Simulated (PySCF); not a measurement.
# Electron affinity of Rh by level of theory

Rh⁻ [Kr] 4d8 5s2 (3F) → Rh [Kr] 4d8 5s1 (4F), as a difference of total energies. Computed with PySCF 2.14 in def2-TZVPPD with the def2 core potential (28 electrons), with scalar relativity through the core potential. Correlated levels: valence and next inner shell: nothing frozen outside the core potential. The calculations carry no spin-orbit coupling.

| method | electron affinity (eV) |
| --- | --- |
| UHF | -0.357 |
| MP2 (valence and next inner shell) | 0.688 |
| SCS-MP2 (valence and next inner shell) | 0.740 |
| CCSD (valence and next inner shell) | 0.712 |
| CCSD(T) (valence and next inner shell) | 0.854 |

The reference lies between the lowest fine-structure levels, while these numbers refer to the centres of the terms.

Errors of the correlated levels include the incompleteness of this basis.

A negative affinity means that the anion lies above the atom at that level of theory.

For comparison: 1.143 eV (measured; photodetachment measurements, as compiled on the Wikipedia data page of electron affinities).
